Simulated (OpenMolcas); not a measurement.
A calculation on Ru3+.

| Item | Value |
| --- | --- |
| Program | OpenMolcas 26.06 |
| Method | MS-CASPT2, IPEA 0.25 Eh, imaginary shift 0.1 Eh (closed shells correlated: 4s 4p) |
| Basis | ANO-RCC-VTZP [7s6p4d2f1g] |
| Scalar Hamiltonian | DKH2, point nucleus |
| Active space | 5 electrons in 5 orbitals (4d) |
| State averaging | 2S+1 = 6 even, 1 root; 2S+1 = 4 even, 24 roots; 2S+1 = 2 even, 75 roots |
| Spin-orbit coupling | state interaction with AMFI integrals over the reference wave functions, term energies averaged over their components |

Problem. Which level of the active space comes out lowest?

Solution. 4d5 6S 5/2, with 99 % of that term.

Problem. How high does 4d5 2I 11/2 lie?

Solution. 4.391 eV above the lowest level.

Problem. How high does 4d5 4G 7/2 lie?

Solution. 2.985 eV above the lowest level.

Problem. How high does 4d5 2I 13/2 lie?

Solution. 4.453 eV above the lowest level.

Problem. The level at 3.249 eV has J = 5/2. What is it made of, and what is its g factor?

Solution. 56 % 4d5 4P 5/2, 38 % 4d5 4D, 3 % 4d5 2D(1); g = 1.489, against 1.601 from Landé's formula for the pure leading term.

CASPT2 does not keep the components of a term degenerate, so their means are used; among the terms shown or strongly mixed into the levels shown the widest spread is 310 cm-1 (4d5 4G). Blocks of more than 70 roots (2S+1 = 2 even) ran without multistate coupling. Only configurations of the active space appear.

A number in round brackets counts repeated terms of one configuration in the order of the reference energies.
